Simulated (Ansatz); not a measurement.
Geometry optimisation, RHF/6-31G* in Ansatz.

input.yaml

```yaml
crystal:
  periodic: [false, false, false]
  atoms:
    - { symbol: C, position_ang: [0.7924, -1.9154, -0.4972] }
    - { symbol: Al, position_ang: [1.0863, 0.0628, -0.2044] }
    - { symbol: O, position_ang: [-0.1168, 1.3207, -0.8727] }
    - { symbol: Si, position_ang: [-1.2014, 1.5462, 0.3589] }
    - { symbol: F, position_ang: [-2.5073, 2.5064, -0.2582] }
    - { symbol: F, position_ang: [-0.591, 2.3021, 1.7089] }
    - { symbol: H, position_ang: [0.6577, -2.381, 0.4721] }
    - { symbol: H, position_ang: [-0.1495, -1.9716, -1.1056] }
    - { symbol: H, position_ang: [1.5983, -2.2983, -1.0233] }
    - { symbol: H, position_ang: [2.3655, 0.5292, 0.6648] }
    - { symbol: H, position_ang: [-0.56956, 1.64802, -1.68999] }
basis:
  gaussian: { orbitals: "6-31G*" }
hamiltonian:
  xc: hf
relax:
  f_tol: 0.02
  max_steps: 50
output:
  orbitals: {}
```

Launched with:

```bash
$ ansatz run input.yaml --threads 2 --pin off --max-ram 3072MiB --backend cpu --events-out ev --progress --plain --runs-dir out
```

**Question.** Where does it end, and by what steps?

**Answer.** The forces met the threshold. After 23 steps the energy has fallen by 2.824 eV; F5 moved furthest, 1.20 Å.

```tsv
step	energy less start (eV)	largest force component (eV/Å)	accepted
0	0.0000	5.434	yes
1	-1.5338	2.632	yes
2	-1.9559	3.075	yes
3	-2.1572	2.868	yes
4	-2.2886	2.777	yes
5	-2.5677	0.680	yes
6	-2.6964	0.513	yes
7	-2.7685	0.431	yes
8	-2.7885	0.832	yes
9	-2.8055	0.353	yes
10	-2.7983	0.818	no
11	-2.8152	0.097	yes
12	-2.8140	0.261	no
13	-2.8178	0.029	yes
14	-2.8192	0.064	yes
15	-2.8208	0.076	yes
16	-2.8100	0.902	no
17	-2.8212	0.095	yes
18	-2.8223	0.084	yes
19	-2.8229	0.134	yes
20	-2.8233	0.115	yes
21	-2.8236	0.059	yes
22	-2.8237	0.051	yes
23	-2.8239	0.017	yes
```

```xyz
11
Properties=species:S:1:pos:R:3
C 0.601 -1.820 -0.527
Al 0.903 -0.016 0.197
O 0.024 1.425 -0.901
Si -0.939 1.479 0.550
F -2.455 1.356 0.090
F -0.854 2.983 1.061
H 0.672 -2.570 0.260
H -0.377 -1.930 -0.987
H 1.348 -2.080 -1.275
H 2.308 0.496 0.717
H 0.134 2.025 -1.632
```

Time of the run: 41 s on 2 threads of Intel(R) Xeon(R) Platinum 8488C (Sapphire Rapids) (shared host), peak memory 0.27 GiB.
